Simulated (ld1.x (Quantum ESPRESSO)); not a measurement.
# u(r) = r·R(r): atom against pseudo-atom (Hf (Z = 72))

Columns: radius, all-electron u(r) and pseudo u(r) of the 5d shell (level -2.00 eV) of hafnium in the configuration [Xe] 4f14 5d3 6s1 6p0; PBEsol, scalar-relativistic, TM scheme, ld1.x (Quantum ESPRESSO) 7.5.

```json
{"r (bohr)": "0.210", "all-electron": "0.0235", "pseudo": "0.0062"}
{"r (bohr)": "0.420", "all-electron": "-0.2544", "pseudo": "0.0456"}
{"r (bohr)": "0.630", "all-electron": "-0.0508", "pseudo": "0.1353"}
{"r (bohr)": "0.840", "all-electron": "0.2260", "pseudo": "0.2669"}
{"r (bohr)": "1.050", "all-electron": "0.4284", "pseudo": "0.4113"}
{"r (bohr)": "1.260", "all-electron": "0.5486", "pseudo": "0.5342"}
{"r (bohr)": "1.470", "all-electron": "0.6081", "pseudo": "0.6132"}
{"r (bohr)": "1.680", "all-electron": "0.6278", "pseudo": "0.6448"}
{"r (bohr)": "1.890", "all-electron": "0.6233", "pseudo": "0.6404"}
{"r (bohr)": "2.100", "all-electron": "0.6048", "pseudo": "0.6157"}
{"r (bohr)": "2.310", "all-electron": "0.5787", "pseudo": "0.5833"}
{"r (bohr)": "2.520", "all-electron": "0.5490", "pseudo": "0.5501"}
{"r (bohr)": "2.730", "all-electron": "0.5179", "pseudo": "0.5180"}
{"r (bohr)": "2.940", "all-electron": "0.4866", "pseudo": "0.4866"}
{"r (bohr)": "3.150", "all-electron": "0.4559", "pseudo": "0.4559"}
{"r (bohr)": "3.360", "all-electron": "0.4260", "pseudo": "0.4260"}
{"r (bohr)": "3.570", "all-electron": "0.3973", "pseudo": "0.3973"}
{"r (bohr)": "3.780", "all-electron": "0.3698", "pseudo": "0.3698"}
{"r (bohr)": "3.990", "all-electron": "0.3436", "pseudo": "0.3436"}
{"r (bohr)": "4.200", "all-electron": "0.3188", "pseudo": "0.3188"}
{"r (bohr)": "4.410", "all-electron": "0.2953", "pseudo": "0.2953"}
{"r (bohr)": "4.620", "all-electron": "0.2732", "pseudo": "0.2732"}
{"r (bohr)": "4.830", "all-electron": "0.2524", "pseudo": "0.2524"}
{"r (bohr)": "5.040", "all-electron": "0.2330", "pseudo": "0.2330"}
{"r (bohr)": "5.250", "all-electron": "0.2149", "pseudo": "0.2149"}
{"r (bohr)": "5.460", "all-electron": "0.1980", "pseudo": "0.1980"}
```

(1) How many radial nodes do the two functions have?

(2) At about which radius was the pseudo-wave matched?

(3) Where does each function peak?

(4) Is the pseudo-wave norm-conserving?

## Answers

(1) The all-electron 5d function has n − l − 1 = 2; the pseudo-wave has 0, since the states of the same l below it are removed with the core.

(2) 3.00 bohr. The columns agree to 0.0005 from 2.73 bohr on; several derivatives are matched, so the curves merge somewhat inside the radius.

(3) Outermost all-electron maximum near 1.68 bohr, pseudo maximum near 1.68 bohr (to the table’s step).

(4) Yes: the TM scheme keeps the norm inside the radius equal to the all-electron one, which fixes the energy derivative of the logarithmic derivative at the level.
